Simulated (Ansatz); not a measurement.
Abridged output of a molecular run in Ansatz:

```
Functional definition: HF
925 factors; integrals over basis functions are off by at most 1.3e-3 eV
mean field evaluation 1: about -13336.6628 eV, gradient 4.4e1 eV
mean field evaluation 2: about -13336.7664 eV, gradient 4.4e1 eV
mean field evaluation 4: about -13341.1075 eV, gradient 3.5e0 eV
mean field evaluation 8: about -13341.1727 eV, gradient 2.1e-1 eV
mean field -13341.17303934 eV, -490.2790662239 hartree, gradient 9.8e-7 eV, S^2 0.000000; 0 other end points of the search recorded, 0 dependent functions left out
9 core orbitals not correlated: weight in the atoms' cores, before any rotation towards them, 1.000 or more for the frozen orbitals, at most 0.000 for the correlated occupied ones
reference -13341.17303934 eV, -490.2790662239 hartree; 14, 14 occupied and 71, 71 virtual orbitals, 925 factors
second order -19.21574705 eV of doubles, -0.00000000 eV of singles
cycle   1  -19.44884725 eV  change   -2.3e-1 eV  update   1.1e-1
cycle   2  -19.94215607 eV  change   -4.9e-1 eV  update   3.3e-2
cycle   3  -20.08405328 eV  change   -1.4e-1 eV  update   1.8e-2
cycle   4  -20.07699706 eV  change    7.1e-3 eV  update   4.7e-3
cycle   5  -20.07399957 eV  change    3.0e-3 eV  update   2.0e-3
cycle   6  -20.07458151 eV  change   -5.8e-4 eV  update   7.2e-4
cycle   7  -20.07430456 eV  change    2.8e-4 eV  update   2.9e-4
cycle   8  -20.07420891 eV  change    9.6e-5 eV  update   1.1e-4
cycle   9  -20.07424189 eV  change   -3.3e-5 eV  update   4.8e-5
cycle  10  -20.07425580 eV  change   -1.4e-5 eV  update   1.5e-5
perturbative correction -0.55242696 eV, -0.0203013162 hartree
Total energy: -13361.79972210 eV, -491.0370828340 hartree
```

Its atoms:

Cartesian coordinates in Å:
```
N -1.8500 0.1619 -0.5736
C -1.2197 -0.3526 0.3940
N 0.1479 -0.3618 0.6336
Al 1.4900 0.3335 -0.3175
F 1.1142 1.1249 -1.7113
H -1.2313 0.6212 -1.2434
H -1.8028 -0.8676 1.1626
H 0.3795 -0.8483 1.4890
H 2.9723 0.1888 0.1667
```

(1) Which basis set was used?
A. def2-QZVPP
B. cc-pV(Q+d)Z
C. def2-SVP
D. def2-SVPD

(2) Write the keys of the input that set method, charge and spin (a neutral closed shell needs none for the last two).

Answers

(1) C. It gives 94 functions.

(2) 
```yaml
correlation: {method: ccsd_t}
```
